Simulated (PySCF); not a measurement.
Computed with PBE-D3(BJ)/def2-TZVP in PySCF. Gas-phase values, no solvent. 

Reference species (SMILES): `BOC#C` (neutral, multiplicity 1).

- HOMO = -6.64 eV
- HOMO–LUMO gap = 4.24 eV

Changed species: `C=C1BO1`.

What does the change do to the HOMO and HOMO–LUMO gap?

the HOMO rises by 0.35 eV, to -6.29 eV; the HOMO–LUMO gap decreases by 0.29 eV, to 3.95 eV.
